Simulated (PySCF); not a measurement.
Species: C3H7Cl2O2Si (doublet state).
Atom-mapped SMILES: `[CH3:1][O:2][SiH2:3][O:4][CH2:5][C:6]([Cl:7])[Cl:8]` (hydrogens: H9, H10, H11 on C1; H12, H13 on Si3; H14, H15 on C5)

Geometry (GFN2-xTB, Å), atoms numbered from 1 in this order:
```xyz
15
C3H7Cl2O2Si angstrom
C     -2.9951    0.7326   -0.6806
O     -1.6075    0.6424   -0.6335
Si    -0.7384   -0.4702    0.1336
O      0.7418    0.0649   -0.2335
C      1.9268   -0.5322    0.1466
C      3.0817    0.2619   -0.3729
Cl     3.0281    1.9483   -0.1923
Cl     4.6191   -0.4702   -0.3100
H     -3.4112    0.8627    0.3211
H     -3.2579    1.5946   -1.2940
H     -3.4297   -0.1686   -1.1190
H     -0.9583   -1.8254   -0.3821
H     -0.9674   -0.4667    1.5827
H      1.9974   -1.5549   -0.2493
H      1.9662   -0.6110    1.2501
```

The hyperfine couplings belong to this conformer and change with its torsions.

Computed with PySCF, UKS B3LYP, pcH-1 on C Cl H O Si, non-relativistic, mean-field spin-orbit, GIAO. Geometry: GFN2-xTB, one conformer, isolated molecule. A GFN2-xTB geometry isn't a minimum of the functional, and hyperfine couplings can be far from their values at a DFT geometry. The SCF solution wasn't tested for stability.

Principal values of hyperfine tensors in MHz (contact, dipolar and spin–orbit terms together), for some of the nuclei:

```csv
atom,isotope,A1,A2,A3
C6,13C,176.62,177.47,405.68
H15,1H,98.00,100.57,109.45
H14,1H,23.70,25.19,40.06
Cl7,35Cl,-14.52,-6.24,62.64
Cl8,35Cl,-15.84,-7.08,54.97
O4,17O,-7.96,-4.79,-4.34
Si3,29Si,1.61,2.24,2.33
H13,1H,0.40,0.55,2.71
```

(1) Split each tensor into its isotropic and traceless parts, and turn a_iso into mT with g = 2.0082.

(2) What spin density at the nucleus of H15 lies behind its contact coupling (g_N = 5.58569)?

(3) C5 (13C, g_N = 1.40482) isn't in the table. Its spin density at the nucleus is -0.01752 bohr⁻³. What is its contact coupling?

(4) Name the largest traceless tensor T of the table and describe it.

(5) In a single crystal, with the field along each principal axis of the tensor of H14 in turn, what first-order splitting does this nucleus give (isotropic g, quadrupole terms neglected)?

## Answers

(1) a_iso = (A1 + A2 + A3)/3, Ti = Ai − a_iso; 1 mT corresponds to 28.107 MHz. The tensors hold a spin–orbit part: the run splits a_iso into a_FC + a_SO, and T includes its anisotropic share.

```tsv
atom	a_iso (MHz)	a_FC	a_SO	a_iso (mT)	T1	T2	T3
C6	253.25	252.46	0.80	9.010	-76.63	-75.79	152.42
H15	102.67	102.67	0.00	3.653	-4.68	-2.11	6.78
H14	29.65	29.63	0.02	1.055	-5.95	-4.46	10.41
Cl7	13.96	13.79	0.17	0.497	-28.48	-20.20	48.68
Cl8	10.68	10.56	0.12	0.380	-26.52	-17.77	44.28
O4	-5.70	-5.69	-0.01	-0.203	-2.26	0.91	1.36
Si3	2.06	2.06	0.00	0.073	-0.44	0.18	0.27
H13	1.22	1.22	0.00	0.043	-0.82	-0.67	1.49
```

(2) a_FC = (2μ0/3) gₑ μB g_N μN ρ(0)/(2S·h) = 800.24 MHz × g_N × ρ(0)/(2S), with ρ in bohr⁻³. With a_FC = 102.67 MHz and 2S = 1, ρ(0) = 0.02297 bohr⁻³. In magnitude that is 7.2 % of the 1/π = 0.318 of a free hydrogen atom.

(3) By the same relation, a_FC = -19.69 MHz. Its full tensor has the principal values -22.70, -21.80, -14.50 MHz.

(4) C6: -76.6, -75.8, 152.4 MHz (the dipolar term alone has -76.7, -76.5, 153.2), axial, in the ratio −1:−1:+2, the form that spin in one p orbital centred on that nucleus gives.

(5) 2 lines (I = 1/2), spaced by |A_i|/(g × 13.996): 0.84, 0.90, 1.43 mT along the axes of A1, A2 and A3.
